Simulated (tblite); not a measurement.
Species: C5H9O3 (doublet state).
SMILES with atom numbers: `[CH3:1][O:2][C@@H:3]1[O:4][CH:5][O:6][C@@H:7]1[CH3:8]` (hydrogens: H9, H10, H11 on C1; H12 on C3; H13 on C5; H14 on C7; H15, H16, H17 on C8)

Structure optimised with GFN2-xTB, isolated species. This method treats the open shell by occupation alone, without spin polarisation.

**Question.** List the bond lengths, angles and torsions at this level.

**Answer.** 
```csv
bond,length (Å)
C1–O2,1.413
O2–C3,1.390
C3–O4,1.410
O4–C5,1.376
C5–O6,1.366
O6–C7,1.415
C7–C8,1.519
C3–C7,1.548
"C1–H9, C1–H10, C1–H11",1.092
C3–H12,1.103
C5–H13,1.082
C7–H14,1.101
"C8–H15, C8–H16, C8–H17",1.086
```

Bonds in one row agree within 0.01 Å and their mean is given. A selection of angles:
```csv
angle,degrees
C1–O2–C3,113.8
O2–C3–O4,111.7
O2–C3–C7,110.3
O4–C3–C7,103.9
C3–O4–C5,108.4
O4–C5–O6,111.8
C5–O6–C7,108.4
O6–C7–C8,110.6
C3–C7–O6,103.6
C3–C7–C8,114.6
```

Dihedral angles: C1–O2–C3–O4 -71° (synclinal); O2–C3–O4–C5 -104° (anticlinal); C3–O4–C5–O6 -5° (synperiplanar); O4–C5–O6–C7 -9° (synperiplanar); C5–O6–C7–C8 140° (anticlinal); O2–C3–C7–O6 100° (anticlinal).

O2 (oxygen bonded to 2 C) is bent (angle 113.8°). C5 (carbon bonded to 2 O and H) is pyramidal (angles 116.6°, 115.4° and 111.8°, sum 343.8°, 0.30 Å off the plane of its three neighbours). Of the pairs four or more bonds apart, O2···H15 is among the closest relative to their van der Waals radii: 2.45 Å, 90 % of the sum of Bondi's values. The 6 C–O bonds span 1.366 Å (C5–O6, drawn single) to 1.415 Å (O6–C7, drawn single), a spread of 0.049 Å. The 5-membered ring C3–O4–C5–O6–C7 has internal angles of 103.6° to 111.8° (sum 536°, against 540° for a flat polygon); it is puckered, 0.08 Å rms from its mean plane, widest ring torsion 20°. O6 (oxygen bonded to 2 C) is bent (angle 108.4°). The 2 C–C bonds span 1.519 Å (C7–C8, drawn single) to 1.548 Å (C3–C7, drawn single), a spread of 0.029 Å.

Point group: C1 (no symmetry element, even within 0.4 Å). Its GFN2-xTB frequencies are all real (lowest 68 cm⁻¹).

Time: 0.8 s wall. Hardware: one thread, AMD EPYC 7B13 (x86_64), shared host. That covers the optimisation of the geometry.

One conformer stands for the species.

These are computed values.
